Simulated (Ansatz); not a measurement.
A nudged elastic band was laid between two geometries of BClH3NO + H3P (11 atoms, charge 0, multiplicity 1).

Computed with RKS BLYP-D4/def2-SVP in Ansatz.

| Quantity | Value |
| --- | --- |
| movable images | 5 |
| climbing image | yes |
| spring | 5.0 eV/Å² |
| optimiser | quadratic models (default) |
| start path | through a guess of the saddle point |
| force threshold | 0.03 eV/Å |
| iteration limit | 60 |
| end points | relaxed |

First end point:

```xyz
11
Properties=species:S:1:pos:R:3
B 0.012 -0.652 -0.280
Cl 0.045 -1.396 1.377
O 1.133 -0.668 -1.068
H 1.894 -1.087 -0.629
N -1.177 -0.046 -0.730
H -2.040 -0.040 -0.192
H -1.235 0.403 -1.644
P -0.494 2.752 0.964
H -1.896 2.476 1.162
H -0.460 3.672 2.079
H -0.096 1.637 1.780
```

Last end point:

```xyz
11
Properties=species:S:1:pos:R:3
B -0.093 0.724 -0.409
Cl -0.484 -0.568 2.822
O 1.218 0.305 -0.465
H 1.338 -0.571 -0.880
N -1.189 0.006 -0.943
H -1.106 -0.910 -1.388
H -2.154 0.323 -0.862
P -0.344 2.539 0.321
H -1.582 2.301 1.019
H 0.477 2.374 1.491
H -0.394 0.530 2.113
```

Problem. Which bonds break or form, and what moves?

Solution. Bonds broken: B1–Cl2, P8–H11. Bonds formed: B1–P8, Cl2–H11. BClH3NO + H3P becomes BH5NOP + ClH.

Problem. Give the energies along the band, and the barrier.

Solution. The forces met the threshold. The highest image is number 3 of 0 to 6, 49.8 kcal/mol above the first end and 27.9 kcal/mol above the last; the last end lies 21.9 kcal/mol above the first. The profile has 2 maxima (images 3, 5) with wells between them (image 4): this band takes more than one step, which may be the mechanism or a detour left from its start path. Neighbouring images differ by up to 1.8 eV, so the band resolves the path poorly. A vibrational analysis at the climbing image gives one clearly imaginary mode, 683i cm⁻¹: a first-order saddle point. The orbitals stay closed-shell, which can raise the energy where a bond breaks towards radicals; this wasn't checked here.

```
image  path coordinate (Å)  energy (kcal/mol)  B1–Cl2 (Å)  P8–H11 (Å)  B1–P8 (Å)
    0                 0.00                0.0        1.82        1.44       3.66
    1                 1.41                1.2        1.82        1.44       3.42
    2                 2.81                9.3        1.82        1.43       3.08
    3                 4.22               49.8        2.33        1.76       2.17
    4                 6.06               21.9        3.46        2.68       1.97
    5                 7.90               33.7        3.42        2.67       1.97
    6                 9.74               21.9        3.50        2.69       1.97
```

Problem. What is the geometry of the highest image?

Solution. 
```xyz
11
Properties=species:S:1:pos:R:3:forces:R:3
B -0.107 0.320 -0.033 0.00 0.00 0.00
Cl -0.409 -0.664 2.053 0.00 0.00 0.00
O 1.217 0.249 -0.394 0.00 0.00 0.00
H 1.425 -0.633 -0.759 0.00 0.00 0.00
N -1.209 -0.229 -0.768 0.00 0.00 0.00
H -2.120 -0.359 -0.328 0.00 0.00 0.00
H -1.275 -0.018 -1.767 0.00 0.00 0.00
P -0.356 2.400 0.527 0.00 0.00 0.00
H -1.602 2.431 1.240 0.00 0.00 0.00
H 0.458 2.698 1.675 0.00 0.00 0.00
H -0.337 0.858 1.372 0.00 0.00 0.00
```

Run time: 2.1 min on 4 threads of Intel(R) Xeon(R) CPU @ 2.60GHz (Ice Lake), on a shared host, peak memory 0.18 GiB.
